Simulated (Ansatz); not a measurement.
Calculated with Ansatz (gas phase, PBE0-D4/def2-TZVP geometries, no zero-point term in ΔE). CCSD(T)/CBS adds triple-zeta CCSD(T) − MP2 to the extrapolated MP2 energy (def2 sets, frozen cores). Functionals use def2-TZVPP. For Ge outer-core shells are correlated without core-valence functions, which leaves a few kJ/mol of doubt a bond. Scalar relativity is left out up to krypton. Each species was taken in one conformer, which may not be the lowest.

Reaction (redistribution): `OB(F)[SiH2]S` + `C[O][GeH2][OH]` → `CO[SiH2]B(O)F` + `[OH][GeH2][SH]`

| level | ΔE (kJ/mol) | difference from CCSD(T)/CBS |
| --- | --- | --- |
| PBE-D4 | -52.1 | 0.8 |
| PBE0-D4 | -52.9 | 0.0 |
| ωB97M-V | -55.1 | -2.2 |
| B2PLYP | -55.5 | -2.6 |
| MP2/def2-TZVPP | -52.7 | 0.2 |
| CCSD(T)/def2-TZVPP | -52.3 | 0.6 |
| HF/def2-QZVPP | -56.6 | -3.7 |
| SCS-MP2/def2-QZVPP | -53.2 | -0.3 |
| HF/CBS(def2) | -56.7 | -3.8 |
| MP2/CBS(def2) | -53.3 | -0.4 |
| CCSD(T)/CBS | -52.9 | 0 |

Largest T1 diagnostic among the species: 0.013.

In def2-TZVPP, CCSD(T) changes the Hartree–Fock value by +3.9 kJ/mol (the triples alone add +0.7 kJ/mol) and MP2 by +3.4 kJ/mol.
